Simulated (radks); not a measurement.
Neutral vanadium inside a hard spherical wall (all orbitals vanish at R), configuration held at [Ar] 3d3 4s2 and not refilled when levels cross. All-electron calculation, scalar-relativistic Kohn-Sham, PBE, spin-polarised, spherical densities, finite nucleus; open shells are filled with parallel spins first; Fermi nuclear charge, rms radius 3.6002 fm. Program: a radial shooting solver on a logarithmic mesh with Libxc functionals. Eigenvalues in eV for spin up, with the zero of energy where the potential of the charges vanishes at infinity; a dash marks a level that is unbound or too diffuse for the functional's potential to be trusted. A positive occupied level is held by the wall or, in an anion where self-interaction has pushed it up, behind a barrier. The pressure on the wall is -dE/dV.

| R (bohr) | E (hartree) | kinetic (hartree) | e(3s) | e(3p) | e(3d) | e(4s) | e(4p, empty) | e(5s, empty) | pressure (GPa) |
|---|---|---|---|---|---|---|---|---|---|
| free | -949.06916 | 957.865 | -71.154 | -44.960 | -6.003 | -4.976 | -1.570 | - | 0 |
| 8 | -949.06281 | 957.912 | -70.823 | -44.630 | -5.688 | -4.704 | -0.998 | 4.397 | 0.247 |
| 6 | -949.01614 | 958.148 | -69.609 | -43.423 | -4.555 | -3.520 | 0.894 | 12.471 | 3.69 |
| 5 | -948.91208 | 958.571 | -67.922 | -41.760 | -2.990 | -1.500 | 3.778 | 22.860 | 16.3 |
| 3.5 | -948.13718 | 961.171 | -61.153 | -35.169 | 3.643 | 10.306 | 18.833 | 68.722 | 232 |
| 3 | -947.21560 | 964.088 | -56.071 | -30.192 | 9.131 | 22.564 | 33.298 | 107.84 | 702 |
| 2.5 | -945.00913 | 971.000 | -47.076 | -21.110 | 19.615 | 48.966 | 62.687 | 181.23 | 2580 |
